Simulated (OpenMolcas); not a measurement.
**neutral vanadium: the spin-orbit constant, Racah parameters, worked from levels**

```yaml
Program: OpenMolcas 26.06
Basis: ANO-RCC-VTZP [6s5p3d2f1g]
Scalar_Hamiltonian: DKH2, point nucleus
Active_space: 5 electrons in 6 orbitals (3d 4s)
State_averaging: 2S+1 = 6 even, 5 roots; 2S+1 = 4 even, 50 roots; 2S+1 = 2 even, 86 roots
Spin-orbit_coupling: state interaction with AMFI integrals over the reference wave functions, term energies averaged over their components
```

Methods: CASSCF; SS-CASPT2, IPEA 0.25 Eh, imaginary shift 0.1 Eh (closed shells correlated: 3s 3p). Measured levels: NIST Handbook of Basic Atomic Spectroscopic Data.

**The spin-orbit constant.** For the Hund term 4F of d3, E(J) = (A/2) J(J+1) + constant and ζ = 2S·A = 3A. From J = 3/2 to J = 9/2 the energy changes by 10.5 A.

| Source | E(9/2) - E(3/2) | A | ζ |
| --- | --- | --- | --- |
| CASSCF | 495.5 | 47.2 | 142 |
| SS-CASPT2 | 494.9 | 47.1 | 141 |
| measured | 553.0 | 52.7 | 158 |

All in cm-1. SS-CASPT2 is off by -10.5 % and CASSCF by -10.4 %. Both methods take the spin-orbit matrix elements from the reference wave functions, so the second can move ζ only through the term energies and any multistate remixing. Second-order mixing with other terms is absorbed into this ζ.

**Racah parameters.** Above 4F, d3 has 4P at 15B, 2G at 4B + 3C and 2H at 9B + 3C. The first two fix B and C, and the third tests them; where it misses by thousands of cm-1, two parameters do not describe the configuration (Trees and configuration-interaction terms are left out) and B and C hang on the terms chosen. Term energies are centres of gravity, weighted by 2J + 1.

```csv
Source,4P,2G,B,C,C/B,"2H from B, C",2H found
CASSCF,14198,10019,947,2078,2.19,14757,13770
SS-CASPT2,9857,10096,657,2489,3.79,13380,15087
```

Energies in cm-1. From CASSCF to SS-CASPT2, B changes by -30.6 % and C by +19.8 %.

CASPT2 breaks the degeneracy within a term, and the mean is taken; among the terms shown or strongly mixed into the levels shown the widest spread is 470 cm-1 (3d3 4s2 4F, SS-CASPT2). Over all roots computed the reference weight is 0.82 to 0.90 in SS-CASPT2; the roots of lowest weight are the least certain, and an intruder state may touch them. Configurations are named by rounded mean occupations; where the s occupation lies near a half they are strongly mixed, a name can repeat and a true partner stay unpaired. Without dynamic correlation excited terms often stand tens of per cent too high (terms of higher spin than the ground term too low), and those without a measured partner can miss by more than the paired ones (holds for CASSCF). The lowest computed level is not the ground level that NIST lists (4F3/2) (holds for CASSCF). Computed and measured levels are paired by configuration, term and J; levels that our copy of the source lacks, or whose pairing is in doubt (as where it misses far off the trend of its configuration), stay unpaired and out of the deviations. Only configurations of the active space appear.
